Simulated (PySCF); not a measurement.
FRb, charge -1, doublet, geometry from GFN2-xTB (such geometries of metal compounds can be far from the true shape) (a state made from the parent by changing its charge; the spin is typed, not shown lowest) (core potentials on Rb) (in this run its highest filled SCF level lies above zero, so its values depend strongly on the basis, on diffuse functions most of all). Base run: SVWN5/def2-SVP (PySCF).

The PySCF input:
```python
from pyscf import gto, scf, dft

mol = gto.Mole()
mol.atom = '''
    Rb   -0.000000   -0.000000   -0.657094
    F     0.000000    0.000000    2.701386
'''
mol.basis = 'def2-svp'
mol.ecp = {'Rb': 'def2-svp'}
mol.charge = -1
mol.spin = 1
mol.verbose = 4
mol.build()

mf = dft.UKS(mol)
mf.xc = 'lda,vwn'
mf.kernel()
mf.analyze()
```

Each row names what was changed in the base input (with any setting that the change needs).

| change | ΔE vs base (mEh) | outcome |
|---|---|---|
| base | 0.000 | converged |
| auxbasis = def2-universal-jfit | -0.325 | converged |
| auxbasis = autoaux | -0.097 | converged |
| auxbasis = even-tempered beta=2.0 | -0.354 | converged |
| auxbasis = def2-tzvp-ri | - | input refused |
| auxbasis = cc-pvtz-jkfit | - | input refused |
| auxbasis = cc-pvtz-ri | - | input refused |
| auxbasis = even-tempered beta=3.0 | -0.487 | converged |
| auxbasis = cc-pvdz-jkfit | - | input refused |
| auxbasis = def2-svp-ri | - | input refused |

A fitting set is made for a task (jfit for Coulomb, jkfit for Coulomb and exchange, ri for correlation) and for a family of orbital bases.

Open shells are given as the SCF converged; they aren't shown to be the lowest states, and a large step between rows can be another state.

- auxbasis = def2-tzvp-ri: ended with `pyscf.lib.exceptions.BasisNotFoundError: Basis set not found for Rb in def2-tzvp-ri`
- auxbasis = cc-pvtz-jkfit: ended with `pyscf.lib.exceptions.BasisNotFoundError: Basis set not found for Rb in cc-pvtz-jkfit`
- auxbasis = cc-pvtz-ri: ended with `pyscf.lib.exceptions.BasisNotFoundError: Basis set not found for Rb in cc-pvtz-ri`
